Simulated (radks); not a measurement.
Numerical settings for neutral nitrogen, [He] 2s2 2p3. All-electron calculation, non-relativistic Kohn-Sham, SCAN, spin-unpolarised, spherical densities, point nucleus; meta-GGA in the generalised Kohn-Sham scheme. Program: a radial shooting solver on a logarithmic mesh with Libxc functionals. The defaults (mesh step 0.008 in ln r, mesh end at 40 bohr or more with all orbitals vanishing there, Anderson mixing 0.5 over 9 steps, residual threshold near 1e-9 with the energy settled to 1e-9 hartree or 1e-11 of itself, here a cap of 94 iterations) give E = -54.432 hartree and 2p at -7.201 eV in 15 iterations. Run on one thread of a shared host, so times are rough (Arm Neoverse N1): 0.08 s of CPU time, 0.08 s wall, 15 iterations on 2496 mesh points. Changes against that run (0 stands for a change within the tolerance of the run):

| setting | iterations | converged | E (mhartree) | e(2p) (meV) | CPU (s) |
|---|---|---|---|---|---|
| mesh step in ln r 0.003 | 15 | yes | +0.267 | 0 | 0.18 |
| mesh step in ln r 0.05 | 13 | yes | -34.9 | +25.6 | 0.02 |
| mesh step in ln r 0.02 | 16 | yes | +11.9 | +2.79 | 0.04 |
| mesh end (bohr) 1 | 12 | level above zero | +2.72e+04 | +1.88e+05 | 0.05 |
| mesh end (bohr) 5 | 15 | yes | +11.6 | +560 | 0.07 |
| residual threshold 1e-05 | 14 | yes | 0 | 0 | 0.07 |
| residual threshold 1e-13 | 94 | no | 0 | 0 | 0.35 |
| mixing 2.5 | 20 | yes | 0 | 0 | 0.1 |
| linear mixing, mixing 0.05 | 94 | no | -0.0844 | -55 | 0.38 |
| linear mixing, mixing 0.8 | 20 | yes | 0 | 0 | 0.09 |
| mixing history 20 | 15 | yes | 0 | 0 | 0.08 |
| iteration cap 5 | 5 | no | -0.266 | -98.1 | 0.03 |

Settled on a wrong energy, with an occupied level pushed above zero by the early mesh end: mesh end (bohr) 1 (+27.2 hartree). Apart from these: settings that end as converged yet miss the energy by more than 1 mhartree: mesh step in ln r 0.05 (-0.0349 hartree); mesh step in ln r 0.02 (+0.0119 hartree); mesh end (bohr) 5 (+0.0116 hartree). A mesh that ends early acts as a hard wall.
